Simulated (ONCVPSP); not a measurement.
**V (Z = 23), ONCV: configuration errors across variants**

ONCVPSP 4.0.1 input, shortened (lines: element, Z, core and valence counts, functional; n l f; lmax; l rc ep ncon nbas qcut; lloc lpopt rc5 dvloc0; l nproj debl; icmod fcfact rcfact), PBE, scalar-relativistic:

```
  V 23.00    3    4        4      upf
    1    0    2.00
    2    0    2.00
    2    1    6.00
    3    0    2.00
    3    1    6.00
    3    2    3.00
    4    0    2.00
    2
    0    1.65    0.00    5    8    9.20
    1    1.00    0.00    4    9    7.80
    2    2.30    0.00    4    9    8.10
    4    5    0.75    2.00
    0    2    1.60
    1    1    3.40
    2    2    3.00
    2    0.40    0.70
```

All-electron excitation energies from the reference (eV): (1) 3s2 3p6 3d3 4s1 7.735; (2) 3s2 3p6 3d3 4s0 22.031; (3) 3s2 3p6 3d2 4s0 50.928; (4) 3s2 3p5 3d3 4s2 50.947.

1 further variants failed, have other tests or too few solved ones, and are left out.

Errors AE − PS in meV (a dash: test not solved or not reliable):

```tsv
change	(1)	(2)	(3)	(4)	bound ghosts	GHOST(+) flags above zero
base	+0.5	-0.8	+130	-192	none	s
s: rc 2.4	0.0	-4.1	+129	-177	none	none
s: nbas 10	+0.5	-1.1	+130	-191	none	none
core correction Teter function fitted to the true core (icmod 2), fcfact 0.3	+0.5	-0.8	+130	-192	none	s
local potential polynomial inside 0.65 bohr (lpopt 5, dvloc0 4 Ha)	+0.5	-0.6	+131	-191	none	s
local potential polynomial inside 0.75 bohr (lpopt 5, dvloc0 5.5 Ha)	+0.5	-1.0	+128	-193	none	s
s: rc 2.28	+0.1	-3.6	+127	-178	none	none
s: nproj 3	+0.5	-0.8	+130	-193	none	s
core correction Teter function, fcfact 3.75, rcfact 1.65	+0.5	-0.6	+130	-197	none	s
p: qcut 8.1	+0.5	-0.8	+130	-192	none	s
```

Q: Give the same row for: s: qcut 8.2; p: qcut 6.9; d: qcut 7.2.

A: +0.4, -3.8, +163, -233; bound ghosts: none; GHOST(+) flags above zero: s.
